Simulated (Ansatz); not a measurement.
Two isomers of C7H9N: A = `Cc1ccncc1C`, B = `Cc1ccccc1N`.

Computed with Ansatz on PBE0-D4/def2-TZVP structures; ΔE is electronic, products minus reactants. CCSD(T)/CBS adds triple-zeta CCSD(T) − MP2 to the extrapolated MP2 energy (def2 sets, frozen cores). Functionals use def2-TZVPP. B3LYP here is the variant with VWN-RPA as its local correlation; programs differ in this. Each species was taken in one conformer, which may not be the lowest.

A:

Z-matrix (Å, degrees):
```
C
C 1 1.494
H 1 1.090 2 111.3
H 1 1.094 2 111.2 3 120.6
H 1 1.094 2 111.2 3 -120.7
C 2 1.388 1 121.3 3 -0.4
C 2 1.399 1 121.2 3 179.6
C 6 1.385 2 119.8 1 -180.0
H 6 1.085 2 120.2 1 0.0
C 7 1.390 2 117.6 1 180.0
C 7 1.494 2 121.8 1 -0.0
N 8 1.326 6 123.2 2 -0.0
H 8 1.087 6 120.3 2 180.0
H 10 1.088 7 119.0 2 -180.0
H 11 1.094 7 111.6 2 59.4
H 11 1.091 7 110.9 2 179.7
H 11 1.094 7 111.6 2 -60.0
```

B:

Z-matrix (Å, degrees):
```
C
C 1 1.496
H 1 1.090 2 110.9
H 1 1.097 2 111.9 3 119.7
H 1 1.095 2 111.5 3 -120.4
C 2 1.388 1 121.4 3 -2.0
C 2 1.404 1 120.0 3 177.7
C 6 1.387 2 122.0 1 179.4
H 6 1.086 2 118.4 1 -0.4
C 7 1.394 2 119.5 1 -179.5
N 7 1.387 2 120.1 1 -2.4
C 8 1.386 6 119.0 2 0.1
H 8 1.083 6 120.4 2 -179.9
H 10 1.086 7 119.2 2 179.8
H 11 1.007 7 115.7 2 28.7
H 11 1.007 7 115.0 2 162.2
H 12 1.084 8 120.3 6 180.0
```

Problem. Which isomer does CCSD(T)/CBS put lower? Give the gap. (Best estimate.)

Solution. Ansatz gave: B, by 4.7 kcal/mol.

Problem. Give E(B) − E(A) in kcal/mol with HF/def2-TZVPP, CCSD(T)/def2-SVP, BLYP-D4, PBE-D4, CCSD(T)/def2-TZVPP, MP2/def2-TZVPP, B3LYP. (Estimate.)

Solution. Computed: HF/def2-TZVPP -2.6, CCSD(T)/def2-SVP -0.9, BLYP-D4 -4.4, PBE-D4 -5.3, CCSD(T)/def2-TZVPP -3.5, MP2/def2-TZVPP -4.5, B3LYP -4.6. None reverses the order clearly.

Largest T1 diagnostic: 0.011.

In def2-TZVPP, CCSD(T) changes the Hartree–Fock value by −0.8 kcal/mol (the triples alone add +0.2 kcal/mol) and MP2 by −1.9 kcal/mol. Leaving LDA and LC-ωPBE aside and taking each functional with its dispersion term where it has one, the values, not all of them listed here, spread over 2.2 kcal/mol, from r2SCAN0-D4 to ωB97X-V. LDA lies −2.8 kcal/mol from PBE without D4.
